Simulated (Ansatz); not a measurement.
The same path of ClH3Sn + H2 (7 atoms, charge 0, multiplicity 1) was run 3 times with different band settings. Lost on the way: Sn1–Cl2, H6–H7. Made: Sn1–H6, Cl2–H7.

Theory: Ansatz, RKS B3LYP-D4/def2-mTZVP.

Relaxed end points:

```xyz
7
Properties=species:S:1:pos:R:3
Sn 0.414 0.000 -0.099
Cl 0.577 0.000 2.270
H 2.025 0.000 -0.667
H -0.434 1.424 -0.509
H -0.434 -1.424 -0.509
H -3.111 0.000 1.150
H -2.593 0.000 1.683
```

```xyz
7
Properties=species:S:1:pos:R:3
Sn -0.178 0.000 -0.657
Cl -1.370 0.000 3.902
H 1.499 0.000 -0.325
H -0.622 1.406 -1.523
H -0.622 -1.406 -1.523
H -1.027 0.000 0.841
H -1.236 0.000 2.603
```

Common settings: optimiser quadratic models (default); start path through a guess of the saddle point; force threshold 0.05 eV/Å; iteration limit 60; end points relaxed.

| run | movable images | climbing image | spring |
| --- | --- | --- | --- |
| 1 | 5 | yes | 5.0 eV/Å² |
| 2 | 5 | yes | 2.0 to 10.0 eV/Å², energy-weighted |
| 3 | 4 | no | 5.0 eV/Å² |

**Question.** What does each run give, and how far can it be trusted?

**Answer.** Run 1: converged after 11 iterations, highest image 2.118 eV above the first end. Neighbouring images differ by up to 1.3 eV, so the band resolves the path poorly. A vibrational analysis at the climbing image gives 2 clearly imaginary modes (1073i, 139i cm⁻¹): a point of higher order, so a lower path passes nearby.
Run 2: converged after 10 iterations, highest image 2.118 eV above the first end. Another band between the same ends (5 images) ends at a top of the same energy, where a vibrational analysis finds 2 clearly imaginary modes.
Run 3: converged after 10 iterations, highest image 1.674 eV above the first end. Neighbouring images differ by up to 1.5 eV, so the band resolves the path poorly. No image climbed, so the highest image needn't sit at the top of the path.
The orbitals stay closed-shell, which can raise the energy where a bond breaks towards radicals; this wasn't checked here.
